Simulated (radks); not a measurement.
Values are calculated unless marked as measured or tabulated.
All-electron atom: Ce5+ in [Kr] 4d10 5s2 5p(1/2: 1, 3/2: 4). Code: a radial shooting solver on a logarithmic mesh with Libxc functionals. Model: Dirac Kohn-Sham, relativistic LDA (MacDonald-Vosko exchange, VWN5 correlation), spin-unpolarised, spherical densities, finite nucleus; Fermi nuclear charge, rms radius 4.8771 fm.

Unscreened Slater integrals over Kohn-Sham orbitals (cm^-1). Large and small components are both included.

| integral | value |
|---|---|
| F0(5p3/2,5p3/2) | 121750 |
| F2(5p3/2,5p3/2) | 66255 |
| F0(5p3/2,5p1/2) | 123950 |
| G2(5p3/2,5p1/2) | 67008 |
| F0(5p3/2,5s1/2) | 128560 |
| G1(5p3/2,5s1/2) | 86420 |
| F0(5p3/2,4d5/2) | 150380 |
| F2(5p3/2,4d5/2) | 45727 |
| G1(5p3/2,4d5/2) | 13220 |
| G3(5p3/2,4d5/2) | 13040 |
| F0(5p1/2,5p1/2) | 126330 |
| F0(5p1/2,5s1/2) | 131330 |
| G1(5p1/2,5s1/2) | 90586 |
| F0(5p1/2,4d5/2) | 155260 |
| G3(5p1/2,4d5/2) | 14514 |
| F0(5s1/2,5s1/2) | 137190 |
| F0(5s1/2,4d5/2) | 166210 |
| G2(5s1/2,4d5/2) | 19374 |
| F0(4d5/2,4d5/2) | 267090 |
| F2(4d5/2,4d5/2) | 136020 |
| F4(4d5/2,4d5/2) | 91052 |
